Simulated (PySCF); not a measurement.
Spinor energies of Mo⁴⁰⁺ (molybdenum, charge +40)

Start: 1s2. Calculated with PySCF 2.14 in an even-tempered Gaussian basis (15 s from 77 bohr⁻², ratio 2.4; 10 p from 100 bohr⁻², ratio 2.4; 3 d from 310 bohr⁻², ratio 2.6; 3 f from 470 bohr⁻², ratio 2.6): generalised Hartree-Fock with the X2C-1e Hamiltonian and a Gaussian nucleus; one run each with spin-orbit coupling (SO) switched off, then screened by Boettger's factors.

| spinor shell | electrons | ε, spin-free (eV) | ε, screened SO (eV) | weight of nominal j (screened SO) | rms radius, screened SO (bohr) |
| --- | --- | --- | --- | --- | --- |
| 1s1/2 | 2 | -23842.8 | -23842.8 | 1.000 | 0.0400 |

```csv
quantity,spin-free,screened SO
E (hartree),-1779.85920,-1779.85920
M_J,0,0
⟨J²⟩,0.000,0.000
⟨L²⟩,0.000,0.000
⟨S²⟩,0.000,0.000
```

Breit and QED terms are absent; they matter most for the inner s and p1/2 levels.

Densities and radii are taken from the X2C orbitals without a picture-change correction, which distorts them close to the nucleus.

Without spin-orbit coupling the j labels of p, d and f shells carry no meaning; the spin-free column gives the mean over the occupied spinors of each nl shell.
